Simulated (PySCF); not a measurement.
AlClH2. Atoms are numbered in the order given.

```xyz
4

Al     0.0000     0.0000     1.0735
H      0.0000    -1.3914     1.7993
H      0.0000     1.3914     1.7993
Cl     0.0000     0.0000    -1.0326
```
Charge 0, spin multiplicity 1.

The structure is a stationary point at B3LYP-D3(BJ)/def2-TZVP.

Level of theory: PySCF with B3LYP/def2-TZVPD.

Symmetry labels are those of the subgroup C2v that the program uses (full group C2v).

**Question.** List the valence orbital energies around the gap with their symmetry. (The exact figures need the calculation; the answer reports its results.)

**Answer.** 
```json
[
 {"orbital": "HOMO−7", "symmetry": "A1", "energy (eV)": "-73.88"},
 {"orbital": "HOMO−6", "symmetry": "B2", "energy (eV)": "-73.80"},
 {"orbital": "HOMO−5", "symmetry": "A1", "energy (eV)": "-22.13"},
 {"orbital": "HOMO−4", "symmetry": "A1", "energy (eV)": "-12.07"},
 {"orbital": "HOMO−3", "symmetry": "A1", "energy (eV)": "-9.80"},
 {"orbital": "HOMO−2", "symmetry": "B2", "energy (eV)": "-9.53"},
 {"orbital": "HOMO−1", "symmetry": "B1", "energy (eV)": "-9.24"},
 {"orbital": "HOMO", "symmetry": "B2", "energy (eV)": "-8.40"},
 {"orbital": "LUMO", "symmetry": "B1", "energy (eV)": "-1.90"},
 {"orbital": "LUMO+1", "symmetry": "A1", "energy (eV)": "-0.41"},
 {"orbital": "LUMO+2", "symmetry": "A1", "energy (eV)": "0.26"},
 {"orbital": "LUMO+3", "symmetry": "A1", "energy (eV)": "0.39"}
]
```
